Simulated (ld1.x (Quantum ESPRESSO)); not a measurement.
Rb (Z = 37), TM: configuration errors across variants

rubidium, norm-conserving Troullier–Martins (Kleinman–Bylander form), made with ld1.x (Quantum ESPRESSO) 7.5 (LDA (PZ), fully relativistic). Core [Kr], reference 4d0 5s0.75 5p0 (charge +0.25). Waves: 5s (bound): rc 4.20 bohr; 4d (bound, empty): rc 4.20 bohr; 5p (bound, empty): rc 4.20 bohr. Local part: the p channel. Core correction: a·sin(br)/r model core inside 3.60 bohr.

Open shells are filled in proportion to 2j + 1 (rel_dist='average').

All-electron excitation energies from the reference (eV): (1) 4d0 5s1 5p0 -0.709; (2) 4d0 5s0.5 5p0 0.950; (3) 4d0 5s0 5p1 0.911; (4) 4d0.5 5s0.5 5p0 0.448; (5) 4d1 5s0 5p0 1.607.

3 further variants failed, have other tests or another functional or relativity, and are left out.

A true bound ghost makes a file unfit for plane-wave use even where its test errors are small: the radial tests pick states by their node count and pass the ghost by.

Errors AE − PS in meV (a dash: test not solved or not reliable):

```csv
change,(1),(2),(3),(4),(5),bound ghosts
base,+1.8,+2.0,-2.5,+0.3,+1.5,s
local potential the d channel,-0.8,-0.9,-1.7,+1.0,+2.0,s
wave 4d (bound): rc 4.20 bohr becomes 4d (bound): rc 2.90 bohr,+1.8,+2.0,-2.5,+0.2,+1.5,s
wave 5s (bound): rc 4.20 bohr becomes 5s (bound): rc 5.06 bohr,+2.1,+2.0,-6.6,+0.1,-0.1,none
wave 5p (bound): rc 4.20 bohr becomes 5p (bound): rc 5.70 bohr,+0.1,-0.2,-3.0,+0.2,+1.5,none
```

**Question.** Give the same row for: all radii but the core radius scaled by about 0.89 (s 3.72, p 3.72, d 3.72 bohr).

**Answer.** -0.5, -0.7, -0.7, +0.3, +1.9; bound ghosts: s.
